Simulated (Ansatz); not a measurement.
A nudged elastic band was laid between two geometries of H$_{4}$InNO (7 atoms, charge 0, multiplicity 1).

Method: Ansatz 0.2.0, RKS PBE0-D4/def2-mTZVP.

| Quantity | Value |
| --- | --- |
| movable images | 5 |
| climbing image | yes |
| spring | 5.0 eV/Å² |
| optimiser | quadratic models (default) |
| start path | through a guess of the saddle point |
| force threshold | 0.03 eV/Å |
| iteration limit | 60 |
| end points | relaxed |

First end point:

```xyz
7
Properties=species:S:1:pos:R:3
N -0.924 0.743 -0.957
In 0.085 0.066 0.649
O 1.526 -1.164 0.000
H -0.843 0.221 -1.819
H -1.863 1.102 -0.858
H -0.089 0.514 2.290
H 2.108 -1.482 0.697
```

Last end point:

```xyz
7
Properties=species:S:1:pos:R:3
N -1.141 0.465 -0.895
In 0.095 0.074 0.647
O 1.509 -1.190 0.006
H -1.713 1.297 -0.902
H -0.811 0.267 -1.830
H -0.047 0.574 2.276
H 2.108 -1.488 0.697
```

(1) Which bonds break or form, and what moves?

(2) What energy profile does the band end with?

(3) What is the geometry of the highest image?

(4) What are the harmonic wavenumbers there?

## Answers

(1) No bond is made or broken. The dihedral H4–N1–In2–O3 goes from 19 to -158°. The two ends are copies of one structure, up to a mirror image or an exchange of like atoms.

(2) The forces met the threshold. The highest image is number 3 of 0 to 6, 6.8 kcal/mol above the ends, which have the same energy within 2 meV. A vibrational analysis at the climbing image gives one clearly imaginary mode, 302i cm⁻¹: a first-order saddle point.

```json
{"image": "0", "path coordinate (Å)": "0.00", "energy (kcal/mol)": "0.0", "dihedral H4–N1–In2–O3 (°)": "19"}
{"image": "1", "path coordinate (Å)": "0.60", "energy (kcal/mol)": "1.8", "dihedral H4–N1–In2–O3 (°)": "53"}
{"image": "2", "path coordinate (Å)": "1.20", "energy (kcal/mol)": "5.2", "dihedral H4–N1–In2–O3 (°)": "89"}
{"image": "3", "path coordinate (Å)": "1.79", "energy (kcal/mol)": "6.8", "dihedral H4–N1–In2–O3 (°)": "121"}
{"image": "4", "path coordinate (Å)": "2.39", "energy (kcal/mol)": "5.2", "dihedral H4–N1–In2–O3 (°)": "149"}
{"image": "5", "path coordinate (Å)": "2.99", "energy (kcal/mol)": "1.7", "dihedral H4–N1–In2–O3 (°)": "175"}
{"image": "6", "path coordinate (Å)": "3.59", "energy (kcal/mol)": "0.0", "dihedral H4–N1–In2–O3 (°)": "-158"}
```

(3) 
```xyz
7
Properties=species:S:1:pos:R:3
N -0.912 0.530 -1.177
In 0.068 -0.049 0.536
O 1.770 -0.980 0.051
H -1.841 0.121 -1.237
H -1.058 1.536 -1.207
H -0.299 0.117 2.214
H 2.271 -1.274 0.819
```

(4) 302i, 150, 344, 403, 459, 558, 594, 627, 827, 830, 1628, 1809, 3505, 3592, 3880 cm⁻¹.

The run took 3.2 min on 1 CPU thread of a shared host.
